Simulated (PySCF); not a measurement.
Calculation: PySCF with B3LYP-D3(BJ)/def2-TZVP // PBE0-D3(BJ)/def2-SVP. All species are isolated molecules in the gas phase. One relaxed conformer stands for a flexible species; it need not be the lowest. B3LYP has the VWN-RPA correlation part, as in Gaussian. Excitations are Tamm–Dancoff values on a coarser integration grid. The basis has no diffuse functions, so Rydberg states are missing or too high.

Reference species (SMILES): `[SiH3][C@H]1[C@H]2CC[C@@H]1CC2` (neutral, multiplicity 1).

```yaml
HOMO: -8.05 eV
HOMO–LUMO gap: 8.45 eV
T1 excitation (TDA): 7.25 eV
```

Changed species: `[SiH3][C@]12CC[C@H](CC1)C2`.

Give the shifts of the HOMO, HOMO–LUMO gap and T1 excitation (TDA).

the HOMO goes up by 0.16 eV, to -7.89 eV; the HOMO–LUMO gap falls by 0.18 eV, to 8.27 eV; the T1 excitation (TDA) drops by 0.15 eV, to 7.10 eV.
